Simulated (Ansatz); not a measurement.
One change: `[OH][Ga]1[O][SiH2][S]1` becomes `[SiH3][Ga]1[O][SiH2][S]1`.

Ansatz, PBE0-D4/def2-TZVP geometries, multiplicity 1. Each molecule was computed in one conformer, which needn't be the lowest.

Scalar relativity is left out up to krypton.

```
                                                                                  property  `[OH][Ga]1[O][SiH2][S]1`
                                            zero-point energy (PBE0-D4/def2-TZVP) / kJ/mol                      98.9
                                            size of the dipole moment (PBE/def2-TZVPP) / D                      1.60
                                                       HOMO–LUMO gap (PBE/def2-TZVPP) / eV                      4.28
                                          size of the dipole moment (B3LYP/def2-TZVPP) / D                      1.64
                                                       HOMO energy (B3LYP/def2-TZVPP) / eV                     -7.50
ideal-gas entropy at 298 K and 1 bar (rigid rotor, harmonic PBE0-D4/def2-TZVP) / J/(mol·K)                       351
```

What does the change do to each property? (An estimate is asked.)

Ansatz gave: 
```csv
property,`[SiH3][Ga]1[O][SiH2][S]1`,shift
zero-point energy (PBE0-D4/def2-TZVP) / kJ/mol,127.8,28.9
size of the dipole moment (PBE/def2-TZVPP) / D,2.29,0.69
HOMO–LUMO gap (PBE/def2-TZVPP) / eV,3.90,-0.38
size of the dipole moment (B3LYP/def2-TZVPP) / D,2.40,0.76
HOMO energy (B3LYP/def2-TZVPP) / eV,-7.23,0.27
"ideal-gas entropy at 298 K and 1 bar (rigid rotor, harmonic PBE0-D4/def2-TZVP) / J/(mol·K)",398,47
```

With PBE0 the HOMO rises by 0.27 eV and the LUMO falls by 0.38 eV, so the gap narrows by about 0.65 eV. PBE moves the HOMO by 0.21 eV and ωB97M-V by 0.29 eV. The zero-point energy changes by 28.9 kJ/mol with +6 modes. Dipoles are sizes alone; their direction can turn. Modes under 60 cm⁻¹, often nearly free rotors, make the harmonic entropy too high.

Positive LUMOs are unbound, so they and the gaps depend on the basis.

B3LYP here is the variant with VWN-RPA as its local correlation; programs differ in this.
